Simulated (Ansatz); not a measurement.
Consider the silylene formation by 1,1-elimination: `BN(C=C)[SiH2]C` → `BN(C)C=C` + `[SiH2]`.

Computed with Ansatz on PBE0-D4/def2-TZVP structures; ΔE is electronic, products minus reactants. CBS: MP2 limit from def2 TZ/QZ plus the TZ coupled-cluster correction, frozen cores. This one scheme is used for every species. DFT in def2-TZVPP. Each species was taken in one conformer, which may not be the lowest.

```tsv
level	ΔE (eV)
ωB97X-V	3.53
CCSD(T)/def2-TZVPP	3.39
```

(1) What does CCSD(T)/CBS give? (An estimate is asked.)

Largest T1 diagnostic among the species: 0.014.

Results:

(1) Ansatz gave: +3.48 eV. The listed levels differ from it by 0.05, -0.09 eV.

In def2-TZVPP, CCSD(T) changes the Hartree–Fock value by +0.15 eV (the triples alone add +0.05 eV) and MP2 by +0.40 eV. At CCSD(T), def2-SVP lies −0.38 eV from the extrapolated value and def2-TZVPP −0.09 eV. Leaving LDA and LC-ωPBE aside and taking each functional with its dispersion term where it has one, the values, not all of them listed here, spread over 0.42 eV, from BLYP-D4 to r2SCAN0-D4. LDA lies +0.33 eV from PBE without D4.

CCSD(T)/CBS has its own doubt, a few kJ/mol and more with outer-core shells, so smaller differences from it don't rank the levels.
